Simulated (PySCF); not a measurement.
SbI2, SMILES [I][Sb][I], multiplicity 2.

Geometry: B3LYP-D3(BJ)/def2-SVP. The spin state was assumed, not searched. The isomer is the one that the SMILES or the coordinates give; other isomers of the formula were not compared. The def2 effective core potentials stand for the cores of I, Sb; spin–orbit coupling is left out.

Level of theory: PySCF with B3LYP/def2-TZVPD.

```yaml
total_energy: -836.02200 hartree
point_group: C2v
"α spin, highest occupied and lowest empty level": -5.97 and -2.81 eV
"β spin, highest occupied and lowest empty level": -7.38 and -3.84 eV
dipole_moment: 1.78 D
quadrupole, principal values (traceless, Buckingham form, about the centre of nuclear charge): -3.22, -2.06, 5.28 D·Å
mean_static_polarisability: 124.9 bohr³ (18.51 Å³)
polarisability_principal_values: 87.5, 115.6, 171.8 bohr³
"⟨S²⟩": 0.753 (pure state 0.75)
```
